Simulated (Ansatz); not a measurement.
Computed with Ansatz on PBE0-D4/def2-TZVP structures; ΔE is electronic, products minus reactants. CCSD(T)/CBS is the MP2 limit (def2-TZVPP, def2-QZVPP) plus CCSD(T) − MP2 in def2-TZVPP, frozen cores. DFT in def2-TZVPP. For Ge outer-core shells are correlated without core-valence functions, which leaves a few kJ/mol of doubt a bond. Scalar relativity is left out up to krypton. Each species was taken in one conformer, which may not be the lowest.

`O[SiH](F)[S][GeH3]` + `BBO` → `OB[SiH](O)F` + `B[S][GeH3]`  (redistribution)

```json
{"species": "`O[SiH](F)[S][GeH3]`", "PBE-QIDH energy (Eh)": "-2941.82309"}
{"species": "`BBO`", "PBE-QIDH energy (Eh)": "-127.19500"}
{"species": "`OB[SiH](O)F`", "PBE-QIDH energy (Eh)": "-566.78905"}
{"species": "`B[S][GeH3]`", "PBE-QIDH energy (Eh)": "-2502.23537"}
```

Q: Work out ΔE.

A: ΔE = (-566.78905) + (-2502.23537) − (-2941.82309) − (-127.19500) = -0.00633 Eh = -16.6 kJ/mol. CCSD(T)/CBS gives -16.7 kJ/mol.

Q: What do rigid-rotor, harmonic-oscillator terms from PBE0-D4/def2-TZVP frequencies (298.15 K, 1 bar) make of the CCSD(T)/CBS value? (Estimate.)

A: The calculation gave: ΔZPE = +2.7 kJ/mol, ΔH = -14.5 kJ/mol, ΔS = 12 J/(mol·K), ΔG = -18.1 kJ/mol. Modes under 50 cm⁻¹ make the entropy rough.

Largest T1 diagnostic among the species: 0.014.

The D4 term adds +5.7 kJ/mol with B3LYP and +3.1 kJ/mol with PBE0; it sums over pairs of atoms, weighted by their polarisabilities, and B3LYP, whose exchange is more repulsive, gets the larger term. At CCSD(T), def2-SVP lies −15.8 kJ/mol from the extrapolated value and def2-TZVPP −4.0 kJ/mol.

B3LYP here is the variant with VWN-RPA as its local correlation; programs differ in this.
